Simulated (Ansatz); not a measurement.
The cluster AlSi3⁺, relaxed as a singlet with RKS PBE0-D4/def2-TZVP in Ansatz, starting from the GFN2-xTB geometry. Force threshold 0.02 eV/Å.

The restricted singlet is unstable towards broken spin symmetry at other levels; at PBE0-D4/def2-TZVP this wasn't settled. Another isomer (singlet) lies 1.37 eV lower at PBE0-D4/def2-TZVP; other spin states weren't run for this one.

Start:

```xyz
4

Al   -0.115    0.429    0.231
Si    1.162   -1.623   -0.196
Si   -0.383    2.429    1.548
Si   -0.663   -1.235   -1.583
```

| step | energy (eV) | largest force component (eV/Å) | SCF passes |
| --- | --- | --- | --- |
| 1 | -30205.1630 | 0.888 | 25 |
| 2 | -30205.2974 | 0.706 | 44 |
| 3 | -30205.3359 | 0.825 | 38 |
| 4 | -30205.3900 | 0.205 | 32 |
| 5 | -30205.4019 | 0.091 | 29 |
| 6 | -30205.4388 | 0.295 | 33 |
| 7 | -30205.5063 | 0.427 | 31 |
| 8 | -30205.6567 | 0.736 | 32 |
| 9 | -30205.9062 | 0.923 | 31 |
| 10 | -30206.2431 | 1.078 | 31 |
| 11 | -30206.6130 | 0.987 | 30 |
| 12 | -30206.8532 | 0.213 | 32 |
| 13 | -30206.8599 | 0.120 | 26 |
| 14 | -30206.8631 | 0.031 | 29 |
| 15 | -30206.8631 | 0.005 | 20 |

Force components are those of the run's own axes.

End:

```xyz
4

Al   -0.997    0.725   -0.353
Si    0.809   -0.598    0.279
Si    0.412    1.450    1.517
Si   -0.224   -1.577   -1.444
```

Bonds formed: Si2–Si3 (atoms count from 1).

No frequencies were taken in this run, so the end may be a saddle point.

Run time 26 s (4 threads of Arm Neoverse V1 on a shared host).
